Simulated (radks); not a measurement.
The bismuth ion Bi55+, 28 electrons, occupied as [Ar] 3d10. All-electron calculation, Dirac Kohn-Sham, PBE, spin-unpolarised, spherical densities, point nucleus. Program: a radial shooting solver on a logarithmic mesh with Libxc functionals.

Unscreened Slater integrals over Kohn-Sham orbitals (eV). Large and small components are both included. Empty in this configuration: 4s1/2.

integral          value
F0(3d5/2,3d5/2)  159.89
F2(3d5/2,3d5/2)  82.286
F4(3d5/2,3d5/2)  53.136
F0(3d5/2,3d3/2)  162.26
F2(3d5/2,3d3/2)  83.005
G2(3d5/2,3d3/2)  81.025
G4(3d5/2,3d3/2)  52.291
F0(3d5/2,3p3/2)  148.29
F2(3d5/2,3p3/2)  70.870
G1(3d5/2,3p3/2)  74.880
G3(3d5/2,3p3/2)  50.163
F0(3d5/2,3p1/2)  156.08
G3(3d5/2,3p1/2)  55.890
F0(3d5/2,4s1/2)  92.542
G2(3d5/2,4s1/2)  9.0740
F0(3d3/2,3d3/2)  164.78
F2(3d3/2,3d3/2)  83.907
F0(3d3/2,3p3/2)  150.14
F2(3d3/2,3p3/2)  70.573
G1(3d3/2,3p3/2)  73.098
G3(3d3/2,3p3/2)  48.953
F0(3d3/2,3p1/2)  158.28
G1(3d3/2,3p1/2)  86.204
F0(3d3/2,4s1/2)  93.087
G2(3d3/2,4s1/2)  8.9404
F0(3p3/2,3p3/2)  141.58
F2(3p3/2,3p3/2)  70.435
F0(3p3/2,3p1/2)  147.85
G2(3p3/2,3p1/2)  70.385
F0(3p3/2,4s1/2)  90.629
G1(3p3/2,4s1/2)  9.5445
F0(3p1/2,3p1/2)  155.45
F0(3p1/2,4s1/2)  92.384
G1(3p1/2,4s1/2)  9.6367
F0(4s1/2,4s1/2)  74.170
